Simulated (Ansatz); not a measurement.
Consider the formal exchange of groups at the Al–C bond: `C=[CH][AlH][CH3]` + `C[SiH3]` → `C=[CH][AlH][CH2][SiH3]` + CH₄.

Program: Ansatz. Geometries: PBE0-D4/def2-TZVP. ΔE: electronic, gas phase. CCSD(T)/CBS adds triple-zeta CCSD(T) − MP2 to the extrapolated MP2 energy (def2 sets, frozen cores). This one scheme is used for every species. Functionals use def2-TZVPP. B3LYP here is the variant with VWN-RPA as its local correlation; programs differ in this. Each species was taken in one conformer, which may not be the lowest.

Q: Is it downhill or uphill in electronic energy at CCSD(T)/CBS, and by how much? (Estimate.)

A: Ansatz gave: Downhill: ΔE = -4.8 kcal/mol.

Q: What do these levels give: r2SCAN-D4, B3LYP-D4, ωB97M-V, PBE, r2SCAN, HF/def2-TZVPP, MP2/def2-TZVPP, CCSD/def2-TZVPP, HF/def2-QZVPP, MP2/def2-QZVPP, MP2/CBS(def2), CCSD/CBS(def2)? (An estimate is asked.)

A: Ansatz gave: r2SCAN-D4 -4.7, B3LYP-D4 -4.6, ωB97M-V -4.3, PBE -3.6, r2SCAN -4.4, HF/def2-TZVPP -2.9, MP2/def2-TZVPP -5.2, CCSD/def2-TZVPP -4.3, HF/def2-QZVPP -2.9, MP2/def2-QZVPP -5.2, MP2/CBS(def2) -5.2, CCSD/CBS(def2) -4.4 kcal/mol.

Largest T1 diagnostic among the species: 0.011.

In def2-TZVPP, CCSD(T) changes the Hartree–Fock value by −1.8 kcal/mol (the triples alone add −0.4 kcal/mol) and MP2 by −2.2 kcal/mol. The D4 term adds −1.7 kcal/mol with B3LYP and −1.0 kcal/mol with PBE0; it sums over pairs of atoms, weighted by their polarisabilities, and B3LYP, whose exchange is more repulsive, gets the larger term.
